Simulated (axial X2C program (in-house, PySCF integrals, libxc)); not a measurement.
# Nuclear properties of ZrBr

Calculated with an in-house all-electron X2C program for linear molecules (integrals from PySCF): two-component X2C with atomic mean-field Coulomb and Gaunt terms, Gaussian nuclei, basis Zr dyall-cv3z, Br dyall-cv3z with contracted cores.

R = 2.483 Å (near the PBE0 minimum at charge 0 of the determinant lowest at the starting distance; the state shown can have its own minimum elsewhere).

Input and command:
```json
{"zs": [40, 35], "q": 0, "bas": ["dyall-cv3z", "dyall-cv3z"], "r0": 2.68, "levels": ["PBE0", "HF", "LDA", "PBE50", "PBE"], "nst": 3}
```
```bash
python soeom.py task.json out
```

Keys: zs atomic numbers; q charge; bas basis sets; r0 starting distance in Å; levels methods; nst determinants followed.

Determinant lowest in the PBE0 search, Ω = 3/2 (⟨Sz⟩ = 1.50, ⟨Lz⟩ = 0.00 at PBE0), spin on the atoms Zr 1.53, Br -0.03:

```
level  Eeff magnitude (GV/cm)  Ws magnitude Zr (kHz)  A∥/gI Zr (MHz)  qzz Zr (a.u.)  A∥/gI Br (MHz)  qzz Br (a.u.)  μ (D)
 PBE0                    1.74                  0.532             813           1.16              16           0.83  -4.11
   HF                     2.6                  0.809             735           0.48             2.2           0.37  -4.54
  LDA                    2.02                  0.598             918           1.45            27.4           0.85  -3.21
PBE50                    1.73                  0.539             800           0.92            9.09           0.78  -4.63
  PBE                    1.72                  0.516             823           1.36            23.7           0.85  -3.50
```

Determinant 0.07 eV from it at PBE0 and this distance, Ω = 3/2 (⟨Sz⟩ = -1.50, ⟨Lz⟩ = 3.00 at PBE0), spin on the atoms Zr -1.51, Br 0.01:

```tsv
level	Eeff magnitude (GV/cm)	Ws magnitude Zr (kHz)	A∥/gI Zr (MHz)	qzz Zr (a.u.)	A∥/gI Br (MHz)	qzz Br (a.u.)	μ (D)
PBE0	1.77	0.592	-521	-0.93	53.1	0.90	-3.38
HF	2.6	0.86	-433	-1.34	21.8	0.32	-3.30
LDA	1.73	0.584	-596	-0.74	73.3	1.01	-2.94
PBE50	1.96	0.654	-518	-1.08	42.4	0.83	-3.72
PBE	1.62	0.541	-525	-0.79	67.6	0.95	-2.90
```

Eeff is the effective electric field on the electron electric dipole moment in this Ω state and Ws the scalar–pseudoscalar constant of the nucleus named (defined with the proton number Z and per Ω); A∥ (defined per Ω) follows by multiplying with gI = μI/(I μN); qzz is the electric field gradient, eQq0 = 234.96 MHz × Q/barn × qzz; μ is positive if the Br end (last atom) is positive. The operators were transformed with the bare-nucleus X2C matrices; with these basis sets, hyperfine constants and field gradients can be off by tens of per cent, and where levels differ in sign neither size nor sign is settled.

Question: With gI(91Zr) = -0.5214 (g factors from the IAEA table of nuclear moments by Stone), turn the PBE0 values of the first state into constants in MHz.

Answer: A∥(91Zr) = 813 × -0.5214 = -424 MHz.

Each state is one determinant with collinear spin, which with several unpaired electrons need not be a pure state. Unrestricted Hartree–Fock can overshoot spin polarisation at the nuclei. This is the top spin component of a Σ state; components of lower Ω are not single determinants and can lie lower. With several open shells hyperfine constants can be off by a factor of several. At HF, PBE50 a later determinant lies lower. States lie within half an eV, so the first need not be the ground state. Further determinants of the search, some of them spin-mixed, are not shown. Where a field gradient or hyperfine factor spreads by more than a factor of two over the levels, a constant derived from it is not to be relied on. PBE0 term energies can be off by some tenths of an eV.
